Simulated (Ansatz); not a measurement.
Consider the ligand exchange at a B–F bond: `O=BF` + `O=BO` → `O=BOB=O` + H–F.

Calculated with Ansatz (gas phase, PBE0-D4/def2-TZVP geometries, no zero-point term in ΔE). CBS: MP2 limit from def2 TZ/QZ plus the TZ coupled-cluster correction, frozen cores. This one scheme is used for every species. Functionals use def2-TZVPP. B3LYP here is the variant with VWN-RPA as its local correlation; programs differ in this. Each species was taken in one conformer, which may not be the lowest.

```json
{"level": "B3LYP-D4", "ΔE (kJ/mol)": "28.0", "difference from CCSD(T)/CBS": "2.1"}
{"level": "BHLYP-D4", "ΔE (kJ/mol)": "27.6", "difference from CCSD(T)/CBS": "1.7"}
{"level": "CAM-B3LYP-D4", "ΔE (kJ/mol)": "29.5", "difference from CCSD(T)/CBS": "3.6"}
{"level": "revPBE", "ΔE (kJ/mol)": "34.0", "difference from CCSD(T)/CBS": "8.1"}
{"level": "BLYP", "ΔE (kJ/mol)": "33.4", "difference from CCSD(T)/CBS": "7.5"}
{"level": "r2SCAN", "ΔE (kJ/mol)": "33.9", "difference from CCSD(T)/CBS": "8.0"}
{"level": "r2SCANh", "ΔE (kJ/mol)": "33.0", "difference from CCSD(T)/CBS": "7.1"}
{"level": "HF/def2-SVP", "ΔE (kJ/mol)": "27.9", "difference from CCSD(T)/CBS": "2.0"}
{"level": "CCSD/def2-SVP", "ΔE (kJ/mol)": "29.9", "difference from CCSD(T)/CBS": "4.0"}
{"level": "CCSD/def2-TZVPP", "ΔE (kJ/mol)": "28.7", "difference from CCSD(T)/CBS": "2.8"}
{"level": "CCSD(T)/CBS", "ΔE (kJ/mol)": "25.9", "difference from CCSD(T)/CBS": "0"}
```

Largest T1 diagnostic among the species: 0.018.

Leaving LDA and LC-ωPBE aside and taking each functional with its dispersion term where it has one, the values, not all of them listed here, spread over 6.6 kJ/mol, from BHLYP-D4 to B97M-V. At CCSD(T), def2-SVP lies +4.3 kJ/mol from the extrapolated value and def2-TZVPP +2.5 kJ/mol. In def2-TZVPP, CCSD(T) changes the Hartree–Fock value by −3.6 kJ/mol (the triples alone add −0.2 kJ/mol) and MP2 by −4.7 kJ/mol.
